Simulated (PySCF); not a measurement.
C2H8N2Si2, SMILES CC1=N[Si@@H](N)[SiH2]1.

Coordinates come from a TPSSh-D3(BJ)/def2-SVP optimisation. The structure was generated by enumeration; whether it is a known compound was not checked. The values are those of a single conformer.

All values below come from TDDFT-PBE0/def2-SVPD (PySCF).

Vertical excitations. Gas-phase values at a fixed geometry.

Computed UV-visible absorptions:
```tsv
state	energy (eV)	λ (nm)	f	main pairs
S1	3.78	328	0.000	HOMO→LUMO 98 %
S2	5.09	244	0.001	HOMO→LUMO+1 94 %
S3	5.24	236	0.004	HOMO−1→LUMO 50 %, HOMO→LUMO+2 45 %
S4	5.33	233	0.013	HOMO→LUMO+2 48 %, HOMO−1→LUMO 44 %
S5	6.05	205	0.027	HOMO→LUMO+3 87 %
S6	6.12	203	0.007	HOMO→LUMO+4 93 %
S7	6.18	201	0.007	HOMO−2→LUMO 88 %
S8	6.35	195	0.027	HOMO−1→LUMO+2 45 %, HOMO−1→LUMO+1 42 %
S9	6.56	189	0.073	HOMO−1→LUMO+1 46 %, HOMO−1→LUMO+2 38 %
S10	6.79	183	0.001	HOMO→LUMO+6 43 %, HOMO−3→LUMO 37 %, HOMO−1→LUMO+3 9 %
T1	3.07	404	0	HOMO→LUMO 94 %
T2	4.69	264	0	HOMO−3→LUMO 64 %, HOMO−1→LUMO 23 %
T3	4.85	256	0	HOMO→LUMO+1 63 %, HOMO−1→LUMO 14 %
T4	4.93	252	0	HOMO→LUMO+2 49 %, HOMO→LUMO+1 27 %, HOMO−1→LUMO 9 %
```
Triplets are in the Tamm–Dancoff approximation, which puts them higher than full response would, so one can lie above its singlet here.
